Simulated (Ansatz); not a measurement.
A made-up structure of B₂H₃OF, singlet:

| atom | x (Å) | y (Å) | z (Å) |
| --- | --- | --- | --- |
| B1 | -0.7344 | 0.9738 | -0.1538 |
| B2 | 0.2848 | -0.3751 | -0.1343 |
| O3 | 0.6974 | -0.9368 | 1.0234 |
| F4 | 0.7042 | -0.9139 | -1.2915 |
| H5 | -1.9255 | 0.8611 | -0.1778 |
| H6 | -0.3007 | 2.0891 | -0.1602 |
| H7 | 0.9835 | -1.3831 | -2.0195 |

It is relaxed with PBE-D4/def2-SVP and then PBE0-D4/def2-TZVP (Ansatz 0.2.0). Atoms count as bonded within 1.22 times the sum of their covalent radii (H–H: 0.88 Å). The end point is not checked to be a true minimum.

(1) Does its bonding change? (Judge from chemistry; the calculation decides.)

Results:

(1) Computed: Yes. Formed: none; broken: B2–F4.

Where it ends: The first stage lowers the energy by 3.19 eV in 18 steps. It ends as a complex of B₂H₂O ([BH2][B][O]) + HF:
```json
{"atom": "B1", "x (Å)": "-0.5294", "y (Å)": "0.6952", "z (Å)": "-0.3273"}
{"atom": "B2", "x (Å)": "0.2411", "y (Å)": "-0.3180", "z (Å)": "0.7613"}
{"atom": "O3", "x (Å)": "0.8471", "y (Å)": "-1.1163", "z (Å)": "1.4310"}
{"atom": "F4", "x (Å)": "0.1651", "y (Å)": "-0.2522", "z (Å)": "-1.9382"}
{"atom": "H5", "x (Å)": "-1.6835", "y (Å)": "0.5197", "z (Å)": "-0.5642"}
{"atom": "H6", "x (Å)": "-0.0406", "y (Å)": "1.7516", "z (Å)": "-0.5802"}
{"atom": "H7", "x (Å)": "0.7094", "y (Å)": "-0.9650", "z (Å)": "-1.6962"}
```

Labels in which every atom is bracketed show which atoms are joined, not bond orders.

For scale, one of the runs: PBE0-D4/def2-TZVP relaxation, 142 basis functions, launched by `ansatz run in.yaml --threads 2 --pin off --events-out ev --progress --plain --max-ram 4352MiB`. Hardware: 2 CPU threads of an Arm Neoverse V2, shared host. Wall time about 14 s.
